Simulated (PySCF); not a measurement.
**Where the electron goes**

Compound: C₆H₅F.
Numbering: `[CH3:1][C:2]#[C:3][C@H:4]1[CH:5]=[C:6]1[F:7]` (hydrogens: H8, H9, H10 on C1; H11 on C4; H12 on C5)

Cartesian coordinates in Å at the GFN2-xTB level; atoms count from 1:
```xyz
12
C6H5F angstrom
C      2.640   -0.087    0.339
C      1.241   -0.004   -0.017
C      0.082    0.070   -0.323
C     -1.305    0.161   -0.676
C     -2.346   -0.698    0.057
C     -2.317    0.563    0.344
F     -2.793    1.582    1.031
H      3.205   -0.554   -0.468
H      2.759   -0.682    1.244
H      3.039    0.912    0.517
H     -1.473    0.413   -1.721
H     -2.730   -1.677    0.190
```

Computed with TDDFT CAM-B3LYP/def2-SVPD, vertical, gas phase, core orbitals frozen in the response (PySCF).

Kohn–Sham orbitals with the atoms that hold most of them (Löwdin shares over 4%, at most four atoms; ? is withheld):

| orbital | ε (eV) | atoms |
| --- | --- | --- |
| LUMO+2 | 1.56 | C1 29%, C2 12%, H10 11%, C6 10% |
| LUMO+1 | 1.27 | C5 32%, C6 29%, H12 10%, C4 9% |
| LUMO | ? | ? |
| HOMO | -8.42 | ? |
| HOMO-1 | -8.78 | C3 37%, C2 36%, C1 7%, C5 5% |
| HOMO-2 | -9.11 | C5 33%, C6 26%, C4 15%, F7 10% |
| HOMO-3 | -11.50 | C4 27%, C6 18%, F7 17%, C3 12% |

Task: Give the leading atoms of the LUMO.

Result: C6 (bonded to 2 C and F) 23%; C5 (bonded to 2 C and H) 14%; C2 (bonded to 2 C) 13%; C1 (bonded to C and 3 H) 10%.

Task: Which atoms hold the HOMO, and with what shares?

Result: C2 (bonded to 2 C) 34%; C3 (bonded to 2 C) 31%; C4 (bonded to 3 C and H) 10%; C1 (bonded to C and 3 H) 7%.

Task: What is the LUMO energy, and the HOMO–LUMO gap?

Result: ε(LUMO) = 1.18 eV; the gap is 9.60 eV (0.3529 hartree).

Task: The HOMO–LUMO gap is 9.60 eV. Where does the response calculation put the lowest singlet, and from which orbitals?

Result: S1 is at 6.29 eV (f = 0.023), 3.32 eV below the gap, made of HOMO→LUMO+1 (21%), HOMO→LUMO (18%), HOMO-1→LUMO (14%). Its leading pair isn't HOMO and LUMO; the energies of that pair differ by 9.70 eV. Without the coupling terms of the response equations the lowest excitation would equal the gap.

Next come S2 at 6.35 eV (f 0.012), HOMO→LUMO+1 (54%), HOMO-1→LUMO+1 (8%), HOMO→LUMO+5 (8%); S3 at 6.50 eV (f 0.014), HOMO→LUMO (26%), HOMO-1→LUMO+1 (18%), HOMO→LUMO+5 (10%); S4 at 6.71 eV (f 0.026), HOMO→LUMO+5 (34%), HOMO→LUMO (27%), HOMO-2→LUMO+1 (11%); S5 at 6.82 eV (f 0.0022), HOMO→LUMO+2 (21%), HOMO→LUMO+3 (13%), HOMO→LUMO (13%).

Löwdin shares depend on the basis, the more so with diffuse functions.
